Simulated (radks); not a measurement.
Results of a calculation; reference values are marked as such.
The manganese ion Mn23+, configuration [He].

Level of theory: scalar-relativistic Kohn-Sham, r2SCAN, spin-polarised, spherical densities, finite nucleus; meta-GGA in the generalised Kohn-Sham scheme; Fermi nuclear charge, rms radius 3.7057 fm (a radial shooting solver on a logarithmic mesh with Libxc functionals).

Energy parts (hartree):
total: -614.65304
kinetic: 624.92400
electron-nucleus: -1255.10666
Hartree: 31.17532
exchange-correlation: -15.64570

Orbitals (lengths in bohr, moments of r in powers of bohr):
| orbital | occ. | eigenvalue (hartree) | <r> |
|---|---|---|---|
| 1s | 2 | -294.3795 | 0.06027 |
| 2p | 0 | -66.43702 | 0.2083 |

The highest occupied level is 1s at -8010.5 eV. The electron density at the nucleus is 1.214e+04 e/bohr^3 (large components only).
